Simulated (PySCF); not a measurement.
HZn, charge +1, singlet, geometry from GFN2-xTB (such geometries of metal compounds can be far from the true shape); PySCF with B3LYP/6-31G*, TDDFT.

Here is a job for PySCF.
```python
from pyscf import gto, scf, dft, tdscf

mol = gto.Mole()
mol.atom = '''
    Zn   -0.00000000   -0.00000000   -0.04856785
    H     0.00000000    0.00000000    1.45703564
'''
mol.basis = '6-31g*'
mol.charge = 1
mol.verbose = 4
mol.build()

mf = dft.RKS(mol)
mf.xc = 'b3lyp'
mf.kernel()
td = mf.TDDFT()
td.nstates = 15
td.kernel()
td.analyze()
```

### Question
Predict the main parts of the log of this PySCF run.

### Answer

```
PySCF version 2.14.0

[INPUT] verbose = 4
[INPUT] num. atoms = 2
[INPUT] num. electrons = 30
[INPUT] charge = 1
[INPUT] spin (= nelec alpha-beta = 2S) = 0
[INPUT] symmetry False subgroup None
[INPUT] Mole.unit = angstrom
[INPUT] Symbol           X                Y                Z      unit          X                Y                Z       unit  Magmom
[INPUT]  1 Zn     0.000000000000   0.000000000000  -0.048567850000 AA    0.000000000000   0.000000000000  -0.091779934959 Bohr   0.0
[INPUT]  2 H      0.000000000000   0.000000000000   1.457035640000 AA    0.000000000000   0.000000000000   2.753398313330 Bohr   0.0

nuclear repulsion = 10.5441548409269
number of shells = 14
number of NR pGTOs = 101
number of NR cGTOs = 36
basis = 6-31g*
ecp = {}

******** <class 'pyscf.dft.rks.RKS'> ********
method = RKS
initial guess = minao
damping factor = 0
level_shift factor = 0
DIIS = <class 'pyscf.scf.diis.CDIIS'>
diis_start_cycle = 1
diis_space = 8
diis_damp = 0
SCF conv_tol = 1e-09
SCF conv_tol_grad = None
SCF max_cycles = 50
direct_scf = True
direct_scf_tol = 1e-13
XC library pyscf.dft.libxc version 7.1.2
    S. Lehtola, C. Steigemann, M. J. T. Oliveira, and M. A. L. Marques,  SoftwareX 7, 1–5 (2018)
XC functionals = b3lyp
    P. J. Stephens, F. J. Devlin, C. F. Chabalowski, and M. J. Frisch,  J. Phys. Chem. 98, 11623 (1994)
radial grids:
    Treutler-Ahlrichs [JCP 102, 346 (1995); DOI:10.1063/1.469408] (M4) radial grids

becke partition: Becke, JCP 88, 2547 (1988); DOI:10.1063/1.454033
pruning grids: <function nwchem_prune>
grids dens level: 3
symmetrized grids: False
atomic radii adjust function: <function treutler_atomic_radii_adjust>
small_rho_cutoff = 0
Set gradient conv threshold to 3.16228e-05
Initial guess from minao.
tot grids = 30448
init E= -1779.23071225913
  HOMO = -0.342858414881517  LUMO = -0.140290895932573  gap/eV = 5.51214
cycle= 1 E= -1779.34019819807  delta_E= -0.109  |g|= 0.18  |ddm|= 1.13
  HOMO = -0.600574793725288  LUMO = -0.396372865624083  gap/eV = 5.55662
cycle= 2 E= -1779.34460925135  delta_E= -0.00441  |g|=  0.2  |ddm|= 0.544
  HOMO = -0.60389839229269  LUMO = -0.385874354831735  gap/eV = 5.93274
cycle= 3 E= -1779.35195866703  delta_E= -0.00735  |g|= 0.0271  |ddm|= 0.164
  HOMO = -0.598791172603014  LUMO = -0.37924185747235  gap/eV = 5.97424
cycle= 4 E= -1779.35200104836  delta_E= -4.24e-05  |g|= 0.00843  |ddm|= 0.0137
  HOMO = -0.597053432053111  LUMO = -0.378755242904219  gap/eV = 5.94020
cycle= 5 E= -1779.35202944556  delta_E= -2.84e-05  |g|= 0.00107  |ddm|= 0.00992
  HOMO = -0.596990990307089  LUMO = -0.378803721087178  gap/eV = 5.93718
cycle= 6 E= -1779.35202978033  delta_E= -3.35e-07  |g|= 2.89e-05  |ddm|= 0.00125
  HOMO = -0.596989785244761  LUMO = -0.378804751726408  gap/eV = 5.93712
cycle= 7 E= -1779.35202978062  delta_E= -2.89e-10  |g|= 3.44e-06  |ddm|= 4.74e-05
  HOMO = -0.596989324613394  LUMO = -0.378804862014757  gap/eV = 5.93710
Extra cycle  E= -1779.35202978062  delta_E= -3.41e-12  |g|= 2.43e-06  |ddm|= 8.6e-06
converged SCF energy = -1779.35202978062

******** <class 'pyscf.tdscf.rks.TDDFT'> for <class 'pyscf.dft.rks.RKS'> ********
nstates = 15 singlet
deg_eia_thresh = 1.000e-03
wfnsym = None
conv_tol = 1e-05
eigh lindep = 1e-12
eigh level_shift = 0
eigh max_cycle = 100

Excitation energies (eV)
[ 5.93743409  8.08170724  8.08170798  8.13390938  8.13390938  8.8430724
  8.8430724   9.49389132 11.58745984 11.58745984 11.67949599 11.67949614
 11.71568914 11.87246442 11.87246442]

** Singlet excitation energies and oscillator strengths **
Excited State   1:      5.93743 eV    208.82 nm  f=0.2090
      10 -> 16        0.19576
      15 -> 16        0.68298
Excited State   2:      8.08171 eV    153.41 nm  f=0.0000
      14 -> 16       -0.70627
Excited State   3:      8.08171 eV    153.41 nm  f=0.0000
      13 -> 16       -0.70627
Excited State   4:      8.13391 eV    152.43 nm  f=0.0047
      11 -> 16        0.25392
      12 -> 16        0.64391
      15 -> 17        0.13352
Excited State   5:      8.13391 eV    152.43 nm  f=0.0047
      11 -> 16        0.64391
      12 -> 16       -0.25392
      15 -> 18       -0.13352
Excited State   6:      8.84307 eV    140.20 nm  f=0.4084
      12 -> 16       -0.13450
      15 -> 17        0.41904
      15 -> 18        0.54575
Excited State   7:      8.84307 eV    140.20 nm  f=0.4084
      11 -> 16       -0.13450
      15 -> 17        0.54575
      15 -> 18       -0.41904
Excited State   8:      9.49389 eV    130.59 nm  f=0.1908
      10 -> 16       -0.66872
      15 -> 16        0.18856
Excited State   9:     11.58746 eV    107.00 nm  f=0.0000
      13 -> 18        0.49656
      14 -> 17       -0.49656
Excited State  10:     11.58746 eV    107.00 nm  f=0.0000
      13 -> 17        0.49656
      14 -> 18        0.49656
Excited State  11:     11.67950 eV    106.16 nm  f=0.0000
      11 -> 17       -0.49662
      12 -> 18        0.49662
Excited State  12:     11.67950 eV    106.16 nm  f=0.0000
      11 -> 18        0.49662
      12 -> 17        0.49662
Excited State  13:     11.71569 eV    105.83 nm  f=0.0000
      11 -> 17        0.38645
      11 -> 18        0.31450
      12 -> 17       -0.31450
      12 -> 18        0.38645
Excited State  14:     11.87246 eV    104.43 nm  f=0.0457
      13 -> 17        0.37395
      13 -> 18        0.32070
      14 -> 17        0.32070
      14 -> 18       -0.37395
Excited State  15:     11.87246 eV    104.43 nm  f=0.0457
      13 -> 17        0.32070
      13 -> 18       -0.37395
      14 -> 17       -0.37395
      14 -> 18       -0.32070

** Transition electric dipole moments (AU) **
state          X           Y           Z        Dip. S.      Osc.
  1         0.0000      0.0000     -1.1986      1.4365      0.2090
  2         0.0000      0.0000     -0.0000      0.0000      0.0000
  3        -0.0000     -0.0000      0.0000      0.0000      0.0000
  4        -0.1078     -0.1089      0.0000      0.0235      0.0047
  5        -0.1089      0.1078     -0.0000      0.0235      0.0047
  6        -0.2346     -1.3527      0.0000      1.8849      0.4084
  7        -1.3527      0.2346     -0.0000      1.8849      0.4084
  8         0.0000      0.0000     -0.9057      0.8204      0.1908
  9        -0.0000      0.0000     -0.0000      0.0000      0.0000
 10        -0.0000     -0.0000      0.0000      0.0000      0.0000
 11        -0.0000     -0.0000     -0.0000      0.0000      0.0000
 12        -0.0000     -0.0000     -0.0000      0.0000      0.0000
 13        -0.0000      0.0000     -0.0000      0.0000      0.0000
 14         0.3682      0.1466     -0.0000      0.1571      0.0457
 15        -0.1466      0.3682     -0.0000      0.1571      0.0457

** Transition velocity dipole moments (imaginary part, AU) **
state          X           Y           Z        Dip. S.      Osc.
  1         0.0000      0.0000     -0.2500      0.0625      0.1910
  2         0.0000     -0.0000     -0.0000      0.0000      0.0000
  3         0.0000      0.0000     -0.0000      0.0000      0.0000
  4         0.0301      0.0304     -0.0000      0.0018      0.0041
  5         0.0304     -0.0301     -0.0000      0.0018      0.0041
  6        -0.0710     -0.4095      0.0000      0.1727      0.3543
  7        -0.4095      0.0710     -0.0000      0.1727      0.3543
  8         0.0000      0.0000     -0.3070      0.0943      0.1801
  9        -0.0000      0.0000     -0.0000      0.0000      0.0000
 10        -0.0000     -0.0000      0.0000      0.0000      0.0000
 11        -0.0000     -0.0000     -0.0000      0.0000      0.0000
 12        -0.0000     -0.0000     -0.0000      0.0000      0.0000
 13        -0.0000      0.0000     -0.0000      0.0000      0.0000
 14         0.3131      0.1246     -0.0000      0.1136      0.1735
 15        -0.1246      0.3131     -0.0000      0.1136      0.1735

** Transition magnetic dipole moments (imaginary part, AU) **
state          X           Y           Z
  1         0.0000     -0.0000      0.0000
  2        -0.0000     -0.0000     -0.0000
  3         0.0000     -0.0000      0.0000
  4         0.0718     -0.0710      0.0000
  5        -0.0710     -0.0718      0.0000
  6        -0.5523      0.0958     -0.0000
  7         0.0958      0.5523      0.0000
  8         0.0000     -0.0000      0.0000
  9         0.0000      0.0000      0.0000
 10        -0.0000      0.0000      0.0000
 11        -0.0000      0.0000      0.0000
 12         0.0000      0.0000     -0.0000
 13         0.0000      0.0000     -0.0000
 14         0.0181     -0.0454      0.0000
 15         0.0454      0.0181     -0.0000
```
